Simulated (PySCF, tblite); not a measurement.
C3H7FO3Si3.
Numbering: `[CH2:1]=[C:2]([F:3])[Si:4]1([C:5](=[O:6])[OH:7])[SiH2:8][O:9][SiH2:10]1` (hydrogens: H11, H12 on C1; H13 on O7; H14, H15 on Si8; H16, H17 on Si10)

Jobs on this species (17 atoms, 100 electrons) with PySCF (density fitting) and tblite. Hardware of each: Arm Neoverse N1, one thread (shared host). Times come from a shared host and carry two figures at best.

Question: Rank these jobs by wall time, shortest first.
A. GFN2-xTB; L-BFGS relaxation
B. GFN2-xTB; Hessian by finite differences
C. PBE0/pcSseg-1; shieldings, ring-centre shieldings, charges and field gradients; 226 basis functions

Answer: B (1.7 s), A (3.0 s), C (84 s).

All jobs:

```json
{"level and settings": "GFN2-xTB", "work": "Hessian by finite differences", "basis functions": "–", "SCF cycles": "–", "wall time": "1.7 s"}
{"level and settings": "GFN2-xTB", "work": "L-BFGS relaxation", "basis functions": "–", "SCF cycles": "–", "wall time": "3.0 s"}
{"level and settings": "PBE0/pcSseg-1", "work": "shieldings, ring-centre shieldings, charges and field gradients", "basis functions": "226", "SCF cycles": "15", "wall time": "84 s"}
```

Question: What do all jobs in the table cost together?

Answer: About 89 s; the longest takes about 95 % of that, and about 49 times as long as the shortest.
